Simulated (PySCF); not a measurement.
**The first ionisation energy along the 4p block**

All values are computed (PySCF 2.14, energy differences of UHF-based or UKS calculations, no spin-orbit coupling). Values in eV. The last column holds reference values (NIST; (s) semi-empirical, (t) theoretical, else measured). Unmarked ones compare directly (S terms, centres of terms, or small fine structure); those marked * lie between the lowest fine-structure levels and include a spin-orbit shift.

```json
{"element": "Ga (x2c-TZVPall, spin-free X2C)", "configurations": "[Ar] 3d10 4s2 4p1 → [Ar] 3d10 4s2", "UHF": "5.516", "B3LYP": "5.972", "MP2 (valence)": "5.721", "SCS-MP2 (valence)": "5.704", "CCSD (valence)": "5.780", "CCSD(T) (valence)": "5.803", "reference": "5.931"}
{"element": "Ge (x2c-TZVPall, spin-free X2C)", "configurations": "[Ar] 3d10 4s2 4p2 → [Ar] 3d10 4s2 4p1", "UHF": "7.414", "B3LYP": "7.869", "MP2 (valence)": "7.758", "SCS-MP2 (valence)": "7.684", "CCSD (valence)": "7.788", "CCSD(T) (valence)": "7.814", "reference": "7.925"}
{"element": "As (x2c-TZVPall, spin-free X2C)", "configurations": "[Ar] 3d10 4s2 4p3 → [Ar] 3d10 4s2 4p2", "UHF": "9.436", "B3LYP": "9.849", "MP2 (valence)": "9.909", "SCS-MP2 (valence)": "9.763", "CCSD (valence)": "9.879", "CCSD(T) (valence)": "9.910", "reference": "10.008"}
{"element": "Se (x2c-TZVPall, spin-free X2C)", "configurations": "[Ar] 3d10 4s2 4p4 → [Ar] 3d10 4s2 4p3", "UHF": "8.543", "B3LYP": "9.810", "MP2 (valence)": "9.217", "SCS-MP2 (valence)": "9.282", "CCSD (valence)": "9.329", "CCSD(T) (valence)": "9.358", "reference": "9.635"}
{"element": "Br (x2c-TZVPall, spin-free X2C)", "configurations": "[Ar] 3d10 4s2 4p5 → [Ar] 3d10 4s2 4p4", "UHF": "10.722", "B3LYP": "11.917", "MP2 (valence)": "11.539", "SCS-MP2 (valence)": "11.537", "CCSD (valence)": "11.541", "CCSD(T) (valence)": "11.575", "reference": "11.844"}
{"element": "Kr (x2c-TZVPall, spin-free X2C)", "configurations": "[Kr] → [Ar] 3d10 4s2 4p5", "UHF": "13.057", "B3LYP": "14.145", "MP2 (valence)": "14.000", "SCS-MP2 (valence)": "13.915", "CCSD (valence)": "13.881", "CCSD(T) (valence)": "13.921", "reference": "14.222"}
```

Task: Which of these methods has the smallest mean absolute error against the measured values here?

Result: B3LYP, with 0.097 eV.

```csv
method,elements,mean error (eV),mean absolute error (eV),largest error (eV)
UHF,6,-0.813,0.813,-1.164
B3LYP,6,0.000,0.097,0.175
MP2 (valence),6,-0.237,0.237,-0.418
SCS-MP2 (valence),6,-0.280,0.280,-0.353
CCSD (valence),6,-0.228,0.228,-0.340
CCSD(T) (valence),6,-0.197,0.197,-0.300
```

Errors include the incompleteness of the basis and the frozen core.

"Valence" correlates the outer s and p shells and, in groups 3 to 12 and the f block, the outer d or f shell, open or full, or the next shell where the ion has no valence electron left; the wider scheme adds the next inner shell.
